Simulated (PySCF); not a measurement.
Pb(Cl)(NH2) (ClH2NPb), SMILES [NH2][Pb][Cl] (connectivity only; charge and spin as stated), neutral, multiplicity 1. Atoms are numbered in the order given.

```xyz
5

Pb    -0.2579     0.3420     0.0000
Cl     0.2195    -2.1151     0.0000
N      1.8106     0.8534     0.0000
H      2.1978     1.7948     0.0000
H      2.5404     0.1429     0.0000
```
Charge 0, spin multiplicity 1.

The structure is a stationary point at PBE-D3(BJ)/def2-TZVP. The def2 effective core potentials stand for the cores of Pb; spin–orbit coupling is left out. The values are those of a single conformer.

Computed with M06-2X/def2-TZVPD (PySCF).

Gas-phase values at a fixed geometry.

Problem. Estimate the frontier levels, gap, dipole moment and polarisability. (An estimate is asked for; the answer gives what the named calculation found.)

Solution. 
| Quantity | Value |
|---|---|
| highest occupied level | -8.49 eV |
| lowest empty level | -1.54 eV |
| orbital gap | 6.95 eV |
| dipole moment | 4.46 D |
| quadrupole, principal values (traceless, Buckingham form, about the centre of nuclear charge) | -6.53, 2.73, 3.80 D·Å |
| mean static polarisability | 68.0 bohr³ (10.07 Å³) |
| polarisability, principal values | 51.1, 71.0, 81.9 bohr³ |
